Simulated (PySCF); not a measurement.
MgO, SMILES [O]=[Mg]. Atoms are numbered in the order given.

```xyz
2

Mg     0.0000     0.0000    -0.7009
O      0.0000     0.0000     1.0513
```
Charge 0, spin multiplicity 1.

The structure is a stationary point at PBE-D3(BJ)/def2-TZVPD.

Level of theory: PBE-D3(BJ)/def2-TZVPD run with PySCF.

Frequencies are harmonic and unscaled.

Computed vibrational spectrum:
```
mode  ν (cm⁻¹)  IR (km/mol)  moving atoms (share of kinetic energy)
----  --------  -----------  --------------------------------------
1          797         16.8                         O 60 %, Mg 40 %
```
